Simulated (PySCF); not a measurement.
PySCF input file for In(Me)2(NH3) (C₂H₉InN), SMILES [CH3][In+](<-[NH3])[CH3] (connectivity only; charge and spin as stated), charge +1, multiplicity 1, C-PCM-ωB97X/def2-SVP. Coordinates come from a B3LYP-D3(BJ)/def2-SVP optimisation. The spin state was assumed, not searched. The isomer is the one that the SMILES or the coordinates give; other isomers of the formula were not compared. The def2 effective core potentials stand for the cores of In; spin–orbit coupling is left out.

```python
import numpy as np
from pyscf import gto, scf, dft
from pyscf.solvent import pcm

mol = gto.M(
    atom='''
    In    0.00923708    0.23033370    0.05849263
    C     1.63391672    0.86231569   -1.18235807
    H     2.53926786    0.30946605   -0.89104719
    H     1.80104922    1.94029187   -1.05747635
    H     1.38796432    0.64175586   -2.23153074
    C    -1.58930813    0.31040833    1.47877899
    H    -2.51555630   -0.03081791    0.99347635
    H    -1.71531630    1.33957883    1.84009881
    H    -1.34870080   -0.35300844    2.32268376
    N    -0.08067999   -2.10247578   -0.53201295
    H    -0.79089009   -2.29315217   -1.24743462
    H    -0.31729333   -2.70525524    0.26297924
    H     0.80396698   -2.45422363   -0.91232287
    ''',
    basis='def2-SVP',
    ecp={'In': 'def2-svp'},
    charge=1,
    spin=0,
    max_memory=1600,
    verbose=3,
)
mf = dft.RKS(mol, xc='wb97x').density_fit(auxbasis='def2-universal-jkfit')
mf.grids.level = 3
mf.conv_tol = 1e-9
mf.max_cycle = 100
mf.kernel()
res = {}
for name, eps in {'water': 78.355, 'acetonitrile': 35.688, 'toluene': 2.3741}.items():
    s = mf.PCM()
    s.with_solvent.method, s.with_solvent.eps, s.with_solvent.lebedev_order = 'C-PCM', eps, 29
    s.kernel(mf.make_rdm1())
    res[name] = (s.e_tot, eps, s.dip_moment(), s.mo_energy, s.converged)
    print(f'{name}: electrostatic solvation free energy {(s.e_tot - mf.e_tot) * 627.509474:.3f} kcal/mol')
```

It prints:

```
converged SCF energy = -326.202140613292

WARN: PCM is an experimental feature. It is still in testing.
Features and APIs may be changed in the future.

converged SCF energy = -326.297325590187

WARN: System has nonzero charge 1; the dipole moment is origin-dependent.
Location of origin: [0. 0. 0.]

Dipole moment(X, Y, Z, Debye): -0.19049, -4.46337, -1.14030
water: electrostatic solvation free energy -59.729 kcal/mol

WARN: PCM is an experimental feature. It is still in testing.
Features and APIs may be changed in the future.

converged SCF energy = -326.295813503047

WARN: System has nonzero charge 1; the dipole moment is origin-dependent.
Location of origin: [0. 0. 0.]

Dipole moment(X, Y, Z, Debye): -0.18995, -4.45024, -1.13699
acetonitrile: electrostatic solvation free energy -58.781 kcal/mol

WARN: PCM is an experimental feature. It is still in testing.
Features and APIs may be changed in the future.

converged SCF energy = -326.257341073411

WARN: System has nonzero charge 1; the dipole moment is origin-dependent.
Location of origin: [0. 0. 0.]

Dipole moment(X, Y, Z, Debye): -0.17744, -4.14367, -1.05945
toluene: electrostatic solvation free energy -34.639 kcal/mol
```

Self-consistency was reached.
